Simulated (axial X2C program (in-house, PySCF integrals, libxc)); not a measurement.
# Worked dissociation energy of RhSi⁺: TPSSh, spin-free

Calculated with an in-house relativistic program for diatomic molecules. Spin-free means the one-electron spin-free X2C Hamiltonian. Basis: Rh dyall-cv3z [12s12p8d5f3g], Si dyall-v3z [8s7p2d1f] (cores contracted in-house); Gaussian nuclei, density fitting, unrestricted open shells. Masses: Rh 102.906 u, Si 27.977 u.

Molecular state: M_S = 0, Λ = 0 (closed shell).

| Item | Value |
| --- | --- |
| E(Rh+) (2M_S = 2, M_L = 0) | -4783.205350 hartree |
| E(Si) (2M_S = 2, M_L = 0) | -290.001696 hartree |
| E(RhSi⁺) at Re | -5073.379746 hartree |
| ωe | 544.4 cm⁻¹ |
| ωexe | 1.7 cm⁻¹ |

Work out De and D0.

De = -4783.205350 + (-290.001696) − (-5073.379746) = 0.17270 hartree = 4.699 eV. The zero-point energy is ωe/2 − ωexe/4 = 272 cm⁻¹ = 0.034 eV, so D0 = 4.666 eV.

Occupations by symmetry block were frozen at the best pattern of an incomplete PBE0 search. The closed shell is kept restricted, so the energy runs too high when the bond is stretched far. De is counted from the lowest determinant-based energies of the atoms at the same level, without counterpoise correction.

Each atomic determinant is the lowest at this level and need not be a pure term. Totals compare only within one Hamiltonian and basis.
